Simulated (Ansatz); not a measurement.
Ansatz (a program for electronic structure) input file for C4H7BO, SMILES C#CB(C)OC, PBE0-D3(BJ)/def2-SVP. 

Ansatz 0.2 input:
```yaml
crystal:
  periodic: [false, false, false]
  atoms:
    - {symbol: B, position_ang: [-0.03726361, 0.04765200, 0.20648396]}
    - {symbol: C, position_ang: [0.67868721, 1.39855271, 0.15872399]}
    - {symbol: C, position_ang: [1.23506131, 2.46481618, 0.15311283]}
    - {symbol: H, position_ang: [1.72135481, 3.39769578, 0.14512126]}
    - {symbol: C, position_ang: [-0.66795997, -0.39922555, 1.60459593]}
    - {symbol: H, position_ang: [-1.21945783, -1.33596651, 1.57428714]}
    - {symbol: H, position_ang: [-1.34435689, 0.36894268, 1.97422959]}
    - {symbol: H, position_ang: [0.11651295, -0.50207210, 2.35230793]}
    - {symbol: O, position_ang: [-0.05683076, -0.62853847, -0.94376258]}
    - {symbol: C, position_ang: [-0.62959151, -1.88102261, -1.19639807]}
    - {symbol: H, position_ang: [-1.47188300, -1.75142852, -1.88151182]}
    - {symbol: H, position_ang: [0.12227126, -2.51040055, -1.67915453]}
    - {symbol: H, position_ang: [-0.98065934, -2.37544744, -0.28780667]}
basis:
  gaussian:
    orbitals: def2-SVP
hamiltonian:
  xc: pbe0
  dispersion: d3bj
relax: {f_tol: 0.002, max_steps: 200}
```

It prints:

```
WARN ansatz: RAYON_NUM_THREADS=1 ignored (pool sized by the plan → 1); use --threads N
Functional definition: PBE0
integrals: 0.08 GiB planned
1348 factors; integrals over basis functions are off by at most 2.5e-4 eV
mean field: 0.50 GiB planned
mean field evaluation 1: about -6963.3936 eV, gradient 5.8e1 eV
mean field evaluation 2: about -6962.6808 eV, gradient 6.2e1 eV
mean field evaluation 4: about -6971.3937 eV, gradient 3.5e0 eV
mean field evaluation 8: about -6971.4778 eV, gradient 4.4e-1 eV
mean field evaluation 16: about -6971.4783 eV, gradient 3.8e-5 eV
mean field -6971.47829206 eV, -256.1971017954 hartree, gradient 3.8e-5 eV, S^2 0.000000; 0 other end points of the search recorded, 0 dependent functions left out
the calculation of the forces begins
reference -6971.47832131 eV, -256.1971028705 hartree; 22, 22 occupied and 97, 97 virtual orbitals, 1348 factors
relax step   1: F+E_penalty+E_count = -6971.68536650 eV  Δ(F+E_penalty+E_count) = +0.000e0 eV  max|allowed force component| = 1.078e0 eV/Å  Δτ_max = 0.0000 Å  (27 SCF iters, accepted)
these checks for a lower state are left out or cut short: starts, cluster_reference, orbital_swaps, neighbouring_geometries, increment
integrals: 0.08 GiB planned
1348 factors; integrals over basis functions are off by at most 2.7e-4 eV
mean field: 0.50 GiB planned
mean field -6971.53307418 eV, -256.1991150011 hartree, gradient 1.7e-5 eV, S^2 0.000000; 0 other end points of the search recorded, 0 dependent functions left out
the calculation of the forces begins
[...]
mean field: 0.50 GiB planned
mean field -6971.53830269 eV, -256.1993071454 hartree, gradient 1.5e-5 eV, S^2 0.000000; 0 other end points of the search recorded, 0 dependent functions left out
the calculation of the forces begins
reference -6971.53833188 eV, -256.1993082181 hartree; 22, 22 occupied and 97, 97 virtual orbitals, 1348 factors
relax step  10: F+E_penalty+E_count = -6971.74513517 eV  Δ(F+E_penalty+E_count) = -2.383e-5 eV  max|allowed force component| = 7.574e-3 eV/Å  Δτ_max = 0.0033 Å  (24 SCF iters, accepted)
these checks for a lower state are left out or cut short: starts, cluster_reference, orbital_swaps, neighbouring_geometries, increment
integrals: 0.08 GiB planned
1348 factors; integrals over basis functions are off by at most 2.7e-4 eV
mean field: 0.50 GiB planned
mean field -6971.53832126 eV, -256.1993078278 hartree, gradient 1.4e-5 eV, S^2 0.000000; 0 other end points of the search recorded, 0 dependent functions left out
the calculation of the forces begins
reference -6971.53835044 eV, -256.1993089004 hartree; 22, 22 occupied and 97, 97 virtual orbitals, 1348 factors
relax step  11: F+E_penalty+E_count = -6971.74514974 eV  Δ(F+E_penalty+E_count) = -1.457e-5 eV  max|allowed force component| = 4.252e-3 eV/Å  Δτ_max = 0.0087 Å  (23 SCF iters, accepted)
these checks for a lower state are left out or cut short: starts, cluster_reference, orbital_swaps, neighbouring_geometries, increment
integrals: 0.08 GiB planned
1348 factors; integrals over basis functions are off by at most 2.8e-4 eV
mean field: 0.50 GiB planned
mean field -6971.53834899 eV, -256.1993088471 hartree, gradient 1.7e-5 eV, S^2 0.000000; 0 other end points of the search recorded, 0 dependent functions left out
the calculation of the forces begins
reference -6971.53837818 eV, -256.1993099195 hartree; 22, 22 occupied and 97, 97 virtual orbitals, 1348 factors
relax step  12: F+E_penalty+E_count = -6971.74517023 eV  Δ(F+E_penalty+E_count) = -2.048e-5 eV  max|allowed force component| = 4.824e-3 eV/Å  Δτ_max = 0.0227 Å  (31 SCF iters, accepted)
these checks for a lower state are left out or cut short: starts, cluster_reference, orbital_swaps, neighbouring_geometries, increment
integrals: 0.08 GiB planned
1348 factors; integrals over basis functions are off by at most 2.8e-4 eV
mean field: 0.50 GiB planned
mean field -6971.53835424 eV, -256.1993090400 hartree, gradient 1.8e-5 eV, S^2 0.000000; 0 other end points of the search recorded, 0 dependent functions left out
the calculation of the forces begins
reference -6971.53838342 eV, -256.1993101123 hartree; 22, 22 occupied and 97, 97 virtual orbitals, 1348 factors
relax step  13: F+E_penalty+E_count = -6971.74517469 eV  Δ(F+E_penalty+E_count) = -4.466e-6 eV  max|allowed force component| = 3.857e-3 eV/Å  Δτ_max = 0.0073 Å  (23 SCF iters, accepted)
these checks for a lower state are left out or cut short: starts, cluster_reference, orbital_swaps, neighbouring_geometries, increment
integrals: 0.08 GiB planned
1348 factors; integrals over basis functions are off by at most 2.9e-4 eV
mean field: 0.50 GiB planned
mean field evaluation 96: about -6971.5382 eV, gradient 1.9e-1 eV
mean field -6971.53835782 eV, -256.1993091716 hartree, gradient 1.4e-5 eV, S^2 0.000000; 0 other end points of the search recorded, 0 dependent functions left out
the calculation of the forces begins
reference -6971.53838700 eV, -256.1993102439 hartree; 22, 22 occupied and 97, 97 virtual orbitals, 1348 factors
relax step  14: F+E_penalty+E_count = -6971.74517806 eV  Δ(F+E_penalty+E_count) = -3.372e-6 eV  max|allowed force component| = 8.629e-4 eV/Å  Δτ_max = 0.0060 Å  (23 SCF iters, accepted)
these checks for a lower state are left out or cut short: starts, cluster_reference, orbital_swaps, neighbouring_geometries, increment
integrals: 0.08 GiB planned
1348 factors; integrals over basis functions are off by at most 2.9e-4 eV
mean field: 0.50 GiB planned
mean field -6971.53836144 eV, -256.1993093045 hartree, gradient 7.6e-5 eV, S^2 0.000000; 0 other end points of the search recorded, 0 dependent functions left out
the calculation of the forces begins
reference -6971.53839062 eV, -256.1993103768 hartree; 22, 22 occupied and 97, 97 virtual orbitals, 1348 factors
relax step  15: F+E_penalty+E_count = -6971.74517962 eV  Δ(F+E_penalty+E_count) = -1.557e-6 eV  max|allowed force component| = 9.837e-4 eV/Å  Δτ_max = 0.0040 Å  (20 SCF iters, accepted)
these checks for a lower state are left out or cut short: starts, cluster_reference, orbital_swaps, neighbouring_geometries, increment
integrals: 0.08 GiB planned
1348 factors; integrals over basis functions are off by at most 2.9e-4 eV
mean field: 0.50 GiB planned
mean field -6971.53836794 eV, -256.1993095432 hartree, gradient 8.3e-6 eV, S^2 0.000000; 0 other end points of the search recorded, 0 dependent functions left out
the calculation of the forces begins
reference -6971.53839711 eV, -256.1993106155 hartree; 22, 22 occupied and 97, 97 virtual orbitals, 1348 factors
relax step  16: F+E_penalty+E_count = -6971.74518002 eV  Δ(F+E_penalty+E_count) = -3.960e-7 eV  max|allowed force component| = 8.304e-3 eV/Å  Δτ_max = 0.0067 Å  (23 SCF iters, accepted)
these checks for a lower state are left out or cut short: starts, cluster_reference, orbital_swaps, neighbouring_geometries, increment
integrals: 0.08 GiB planned
1348 factors; integrals over basis functions are off by at most 2.9e-4 eV
mean field: 0.50 GiB planned
mean field -6971.53838173 eV, -256.1993100501 hartree, gradient 1.5e-5 eV, S^2 0.000000; 0 other end points of the search recorded, 0 dependent functions left out
the calculation of the forces begins
reference -6971.53841091 eV, -256.1993111224 hartree; 22, 22 occupied and 97, 97 virtual orbitals, 1348 factors
relax step  17: F+E_penalty+E_count = -6971.74518508 eV  Δ(F+E_penalty+E_count) = -5.063e-6 eV  max|allowed force component| = 4.432e-3 eV/Å  Δτ_max = 0.0149 Å  (24 SCF iters, accepted)
these checks for a lower state are left out or cut short: starts, cluster_reference, orbital_swaps, neighbouring_geometries, increment
integrals: 0.08 GiB planned
1348 factors; integrals over basis functions are off by at most 2.9e-4 eV
mean field: 0.50 GiB planned
mean field -6971.53838094 eV, -256.1993100210 hartree, gradient 1.0e-5 eV, S^2 0.000000; 0 other end points of the search recorded, 0 dependent functions left out
the calculation of the forces begins
reference -6971.53841011 eV, -256.1993110932 hartree; 22, 22 occupied and 97, 97 virtual orbitals, 1348 factors
relax step  18: F+E_penalty+E_count = -6971.74518819 eV  Δ(F+E_penalty+E_count) = -3.107e-6 eV  max|allowed force component| = 3.059e-3 eV/Å  Δτ_max = 0.0051 Å  (24 SCF iters, accepted)
these checks for a lower state are left out or cut short: starts, cluster_reference, orbital_swaps, neighbouring_geometries, increment
integrals: 0.08 GiB planned
1348 factors; integrals over basis functions are off by at most 2.9e-4 eV
mean field: 0.50 GiB planned
mean field evaluation 128: about -6971.5384 eV, gradient 1.4e-5 eV
mean field -6971.53838123 eV, -256.1993100318 hartree, gradient 1.4e-5 eV, S^2 0.000000; 0 other end points of the search recorded, 0 dependent functions left out
the calculation of the forces begins
reference -6971.53841041 eV, -256.1993111040 hartree; 22, 22 occupied and 97, 97 virtual orbitals, 1348 factors
relax step  19: F+E_penalty+E_count = -6971.74519036 eV  Δ(F+E_penalty+E_count) = -2.177e-6 eV  max|allowed force component| = 2.409e-3 eV/Å  Δτ_max = 0.0052 Å  (23 SCF iters, accepted)
these checks for a lower state are left out or cut short: starts, cluster_reference, orbital_swaps, neighbouring_geometries, increment
integrals: 0.08 GiB planned
1348 factors; integrals over basis functions are off by at most 2.9e-4 eV
mean field: 0.50 GiB planned
mean field -6971.53837968 eV, -256.1993099749 hartree, gradient 1.5e-5 eV, S^2 0.000000; 0 other end points of the search recorded, 0 dependent functions left out
the calculation of the forces begins
reference -6971.53840886 eV, -256.1993110471 hartree; 22, 22 occupied and 97, 97 virtual orbitals, 1348 factors
relax step  20: F+E_penalty+E_count = -6971.74519193 eV  Δ(F+E_penalty+E_count) = -1.565e-6 eV  max|allowed force component| = 1.970e-3 eV/Å  Δτ_max = 0.0062 Å  (23 SCF iters, accepted)
these checks for a lower state are left out or cut short: starts, cluster_reference, orbital_swaps, neighbouring_geometries, increment
integrals: 0.08 GiB planned
1348 factors; integrals over basis functions are off by at most 2.9e-4 eV
mean field: 0.50 GiB planned
mean field -6971.53837893 eV, -256.1993099471 hartree, gradient 1.1e-5 eV, S^2 0.000000; 0 other end points of the search recorded, 0 dependent functions left out
the calculation of the forces begins
reference -6971.53840810 eV, -256.1993110193 hartree; 22, 22 occupied and 97, 97 virtual orbitals, 1348 factors
relax step  21: F+E_penalty+E_count = -6971.74519271 eV  Δ(F+E_penalty+E_count) = -7.787e-7 eV  max|allowed force component| = 1.738e-3 eV/Å  Δτ_max = 0.0044 Å  (22 SCF iters, accepted)
integrals: 0.08 GiB planned
1348 factors; integrals over basis functions are off by at most 2.9e-4 eV
mean field: 0.50 GiB planned
mean field -6971.53837893 eV, -256.1993099471 hartree, gradient 1.1e-5 eV, S^2 0.000000; 1 other end points of the search recorded, 0 dependent functions left out
the calculation of the forces begins
reference -6971.53840810 eV, -256.1993110193 hartree; 22, 22 occupied and 97, 97 virtual orbitals, 1348 factors
Total energy: -6971.74522188 eV, -256.2069112856 hartree
Atom 0 at    -0.031966     0.050867     0.207703 Å, force    -0.000176     0.000124     0.000904 eV/Å
Atom 1 at     0.687210     1.417941     0.157070 Å, force     0.000436    -0.000286    -0.000906 eV/Å
Atom 2 at     1.242555     2.500941     0.172416 Å, force    -0.000488     0.000292     0.001567 eV/Å
Atom 3 at     1.735730     3.456354     0.173479 Å, force     0.000147    -0.000112    -0.000784 eV/Å
Atom 4 at    -0.642545    -0.433151     1.576809 Å, force    -0.000055     0.000237     0.000462 eV/Å
Atom 5 at    -1.144176    -1.410600     1.566460 Å, force     0.000504     0.000935    -0.000092 eV/Å
Atom 6 at    -1.362261     0.321252     1.936261 Å, force     0.000919    -0.000972    -0.000388 eV/Å
Atom 7 at     0.156244    -0.462187     2.336669 Å, force    -0.001003     0.000047    -0.000768 eV/Å
Atom 8 at    -0.071587    -0.623129    -0.962982 Å, force     0.000110     0.000651     0.000277 eV/Å
Atom 9 at    -0.659023    -1.874381    -1.185836 Å, force    -0.000574    -0.001738     0.000057 eV/Å
Atom 10 at    -1.437262    -1.775964    -1.958523 Å, force     0.000294     0.000002     0.000263 eV/Å
Atom 11 at     0.106817    -2.571550    -1.559720 Å, force    -0.000365     0.000454     0.000191 eV/Å
Atom 12 at    -1.113850    -2.302837    -0.279576 Å, force     0.000251     0.000366    -0.000784 eV/Å
Dipole moment:    -0.158025    -0.268404     0.073495 e Å
```

The run converged.
